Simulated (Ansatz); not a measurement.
Reaction (cleavage of the Si–Ge bond): `[OH][GeH]([OH])[SiH3]` + `[OH][Al]([OH])[OH]` → `[OH][Al]([OH])[O][SiH3]` + `[OH][GeH2][OH]`

Computed with Ansatz on PBE0-D4/def2-TZVP structures; ΔE is electronic, products minus reactants. CCSD(T)/CBS adds triple-zeta CCSD(T) − MP2 to the extrapolated MP2 energy (def2 sets, frozen cores). This one scheme is used for every species. Functionals use def2-TZVPP. For Ge outer-core shells are correlated without core-valence functions, which leaves a few kJ/mol of doubt a bond. Scalar relativity is left out up to krypton. One conformer a species, not always the lowest.

```json
{"species": "`[OH][GeH]([OH])[SiH3]`", "PBE energy (Eh)": "-2520.04556"}
{"species": "`[OH][Al]([OH])[OH]`", "PBE energy (Eh)": "-469.82255"}
{"species": "`[OH][Al]([OH])[O][SiH3]`", "PBE energy (Eh)": "-760.40470"}
{"species": "`[OH][GeH2][OH]`", "PBE energy (Eh)": "-2229.49050"}
```

Q: Work out ΔE.

A: ΔE = (-760.40470) + (-2229.49050) − (-2520.04556) − (-469.82255) = -0.02709 Eh = -0.74 eV. CCSD(T)/CBS gives -1.00 eV.

Largest T1 diagnostic among the species: 0.013.

From PBE to PBE0 (25 % exact exchange), in def2-TZVPP and without D4, ΔE moves by −0.12 eV. In def2-TZVPP, CCSD(T) changes the Hartree–Fock value by +0.33 eV (the triples alone add +0.05 eV) and MP2 by +0.28 eV.
